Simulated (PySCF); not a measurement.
Cartesian coordinates in Å; atom numbers follow the order of the lines, from 1:
```xyz
20

C    -1.903    0.541   -1.649
C    -0.599    0.305   -1.654
P     0.183   -0.845   -0.489
C     1.586    0.226    0.040
C     2.916    0.035   -0.630
C     2.726   -0.410    0.782
C    -0.944   -0.501    0.891
C    -2.223   -0.206    0.703
C    -2.850   -0.062   -0.653
H    -2.345    1.212   -2.375
H     0.057    0.753   -2.389
H     1.306    1.237    0.321
H     2.996   -0.728   -1.392
H     3.522    0.908   -0.822
H     2.678   -1.472    0.975
H     3.199    0.155    1.572
H    -0.524   -0.600    1.883
H    -2.879   -0.033    1.547
H    -3.752    0.548   -0.583
H    -3.157   -1.053   -1.010
```

PySCF 2.14.0 with density-fitted response routines calculation with shielding tensors at PBE0/pcSseg-1 (GIAO) and GFN2-xTB geometry; one conformer, fast rotation and ring inversion assumed for equivalent nuclei, non-relativistic, in vacuum.

List the cross peaks expected in HSQC, COSY and HMBC spectra.

Results:



HSQC (one-bond C–H):
```tsv
δH	δC
6.66 (H11/H17)	138.2 (C2/C7)
6.43 (H10/H18)	134.8 (C1/C8)
2.84 (H19/H20)	33.2 (C9)
0.84 (H12)	13.5 (C4)
0.80 (H14/H16)	5.4 (C5/C6)
0.55 (H13/H15)	5.4 (C5/C6)
```

COSY cross peaks (H two or three bonds apart, from the bond graph; peaks can be absent where the dihedral angle is near 90°):
```tsv
δH	δH
6.66 (H11/H17)	6.43 (H10/H18)
6.43 (H10/H18)	2.84 (H19/H20)
0.84 (H12)	0.80 (H14/H16)
0.84 (H12)	0.55 (H13/H15)
0.80 (H14/H16)	0.55 (H13/H15)
```

HMBC (two and three bonds, from the bond graph):
```tsv
δH	δC
6.66 (H11/H17)	138.2 (C2/C7), 134.8 (C1/C8), 33.2 (C9), 13.5 (C4)
6.43 (H10/H18)	138.2 (C2/C7), 134.8 (C1/C8), 33.2 (C9)
2.84 (H19/H20)	138.2 (C2/C7), 134.8 (C1/C8)
0.84 (H12)	138.2 (C2/C7), 5.4 (C5/C6)
0.80 (H14/H16)	13.5 (C4), 5.4 (C5/C6)
0.55 (H13/H15)	13.5 (C4), 5.4 (C5/C6)
```

Chemical shifts δ = σref − σ; TMS for 1H (σref 31.72) and 13C (σref 186.93), all at this level.

Shifts are as computed. Against solution values, carbons near 30 ppm lie about +3 ppm off and those near 130 ppm about +5 ppm. Of 1211 compounds with measured shifts, 218 miss one by over three times the rms of a fit or turn the order of signals round; such compounds aren't used in these exercises.
